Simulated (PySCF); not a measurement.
C2H12OSi3, SMILES O[Si@@H]([SiH3])CC[SiH3].

Geometry: PBE0-D3(BJ)/def2-SVP. The structure was generated by enumeration; whether it is a known compound was not checked. Other conformers were not sampled.

Two levels are set side by side: PBE/def2-TZVP (PySCF) and HF/def2-TZVP (PySCF). Same geometry, gas phase. Differences are taken from unrounded values.

```tsv
quantity	PBE
orbital gap (eV)	5.52
highest occupied level (eV)	-6.51
lowest empty level (eV)	-0.99
dipole moment (D)	1.85
```

Task: These are the PBE values. What does HF give? (Estimate from the structure and the level; the computed values follow.)

Result: 
```json
[
 {"quantity": "orbital gap (eV)", "HF": "13.51", "PBE minus HF": "-7.99"},
 {"quantity": "highest occupied level (eV)", "HF": "-10.54", "PBE minus HF": "4.03"},
 {"quantity": "lowest empty level (eV)", "HF": "2.97", "PBE minus HF": "-3.96"},
 {"quantity": "dipole moment (D)", "HF": "1.96", "PBE minus HF": "-0.11"}
]
```

Without exact exchange PBE keeps part of each electron's self-repulsion, which lifts occupied levels and narrows the gap. Differences between two approximate levels are no errors against the true value.

Rough cost on one machine, each run with all the roots and properties that it gave: HF against PBE about 1/7.
